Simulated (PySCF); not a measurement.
BrClGaHO, SMILES [OH][Ga]([Cl])[Br]. Atoms are numbered in the order given.

```xyz
5

Ga     0.3292     0.4910     0.0000
Cl    -1.1469     2.0335     0.0000
Br    -0.2648    -1.6843     0.0000
O      2.0443     0.9119     0.0000
H      2.2060     1.8625     0.0000
```

The structure is a stationary point at PBE0-D3(BJ)/def2-SVP. The structure was generated by enumeration; whether it is a known compound was not checked. One conformer was computed; it need not be the lowest.

Two levels are set side by side: PBE/pcSseg-1 (PySCF) and KT2/pcSseg-1 (PySCF). GIAO shifts against H2O (¹⁷O), HCl (³⁵Cl), TMS (¹H) at the same level; non-relativistic, no solvent, atoms listed together averaged. Without spin–orbit terms, shifts of atoms bonded to Cl or Br come out too high at both levels. Differences are taken from unrounded values.

| quantity | KT2 |
|---|---|
| δ(³⁵Cl) of Cl2 (ppm) | 117.4 |
| δ(¹⁷O) of O4 (ppm) | 118.8 |
| δ(¹H) of H5 (ppm) | 3.43 |

Task: What does PBE give, and how far is it from KT2? (An estimate is asked for; the answer gives what the named calculation found.)

Result: 
```json
[
 {"quantity": "δ(³⁵Cl) of Cl2 (ppm)", "PBE": "119.0", "PBE minus KT2": "1.5"},
 {"quantity": "δ(¹⁷O) of O4 (ppm)", "PBE": "121.9", "PBE minus KT2": "3.1"},
 {"quantity": "δ(¹H) of H5 (ppm)", "PBE": "3.44", "PBE minus KT2": "0.01"}
]
```

Rough cost on one machine, each run with all the roots and properties that it gave: KT2 against PBE within a factor of 2.
